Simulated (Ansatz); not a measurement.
Isolated molecules relaxed with PBE0-D4/def2-TZVP in Ansatz; ΔE leaves out vibrations. CBS: MP2 limit from def2 TZ/QZ plus the TZ coupled-cluster correction, frozen cores. This one scheme is used for every species. DFT in def2-TZVPP. For Ge outer-core shells are correlated without core-valence functions, which leaves a few kJ/mol of doubt a bond. Scalar relativity is left out up to krypton. Each species was taken in one conformer, which may not be the lowest.

Reaction (redistribution): `OB(O)O` + `[SiH3][SiH2][SiH2][GeH3]` → `OB(O)[SiH3]` + `O[SiH2][SiH2][GeH3]`

```json
{"level": "r2SCAN-D4", "ΔE (kJ/mol)": "96.1"}
{"level": "ωB97X-V", "ΔE (kJ/mol)": "88.3"}
{"level": "PBE", "ΔE (kJ/mol)": "91.7"}
{"level": "PBE0", "ΔE (kJ/mol)": "96.8"}
{"level": "HF/def2-TZVPP", "ΔE (kJ/mol)": "88.3"}
{"level": "MP2/def2-TZVPP", "ΔE (kJ/mol)": "89.5"}
{"level": "SCS-MP2/def2-TZVPP", "ΔE (kJ/mol)": "84.8"}
{"level": "CCSD/CBS(def2)", "ΔE (kJ/mol)": "89.1"}
```

Q: What does CCSD(T)/CBS give? (Estimate.)

A: The calculation gave: +89.4 kJ/mol. The listed levels differ from it by 6.7, -1.1, 2.3, 7.4, -1.1, 0.1, -4.6, -0.3 kJ/mol.

Largest T1 diagnostic among the species: 0.014.

From PBE to PBE0 (25 % exact exchange), in def2-TZVPP and without D4, ΔE moves by +5.2 kJ/mol. The D4 term adds +5.0 kJ/mol with B3LYP and +3.0 kJ/mol with PBE0; it sums over pairs of atoms, weighted by their polarisabilities, and B3LYP, whose exchange is more repulsive, gets the larger term.

B3LYP here is the variant with VWN-RPA as its local correlation; programs differ in this.
